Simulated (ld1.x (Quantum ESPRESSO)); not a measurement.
Building the PAW potential for Nb (Z = 41) (Wu–Cohen, fully relativistic).

| Quantity | Value |
| --- | --- |
| Element | niobium (Nb) |
| Generator | ld1.x (Quantum ESPRESSO) 7.5 |
| Type | PAW |
| Functional | Wu–Cohen |
| Relativity | fully relativistic |
| Frozen core | [Ar] 3d10 |
| Valence charge | 13 |
| Reference configuration | 4s2 4p6 4d4.5 5s0.5 5p0 |
| Partial waves | 4s (bound): rcut 1.75, rcutus 1.90 bohr; 5s (bound): rcut 1.75, rcutus 1.90 bohr; 4p (bound): rcut 1.75, rcutus 2.10 bohr; 5p (bound, empty): rcut 1.75, rcutus 2.10 bohr; 4d (bound): rcut 1.40, rcutus 1.95 bohr; 4d channel at 2.7 Ry: rcut 1.40, rcutus 1.95 bohr |
| Local potential | all-electron potential smoothed inside 1.65 bohr (lloc = -1) |
| Core correction | Bessel-smoothed model core inside 1.55 bohr |
| Augmentation charge | BG, radius 1.45 bohr |

Open shells are filled in proportion to 2j + 1 (rel_dist='average').

All-electron outer shells of the reference configuration (Wu–Cohen, scalar-relativistic, ld1.x):

```json
{"shell": "3p", "level (eV)": "-345.70", "outermost node (bohr)": "0.17", "outermost maximum (bohr)": "0.39"}
{"shell": "3d", "level (eV)": "-195.28", "outermost node (bohr)": "–", "outermost maximum (bohr)": "0.33"}
{"shell": "4s", "level (eV)": "-57.38", "outermost node (bohr)": "0.53", "outermost maximum (bohr)": "1.04"}
{"shell": "4p", "level (eV)": "-33.55", "outermost node (bohr)": "0.54", "outermost maximum (bohr)": "1.12"}
{"shell": "5s", "level (eV)": "-3.71", "outermost node (bohr)": "1.41", "outermost maximum (bohr)": "3.12"}
{"shell": "4d", "level (eV)": "-2.41", "outermost node (bohr)": "0.55", "outermost maximum (bohr)": "1.51"}
{"shell": "5p", "level (eV)": "-0.91", "outermost node (bohr)": "1.63", "outermost maximum (bohr)": "4.26"}
```

Calculated quality:

```
Configuration tests : test run stopped at test 1 of 7 (negative rho)
```

The ghost test of this file was not conclusive.

Generation and tests took about 1.9 s on one core of a shared server CPU.
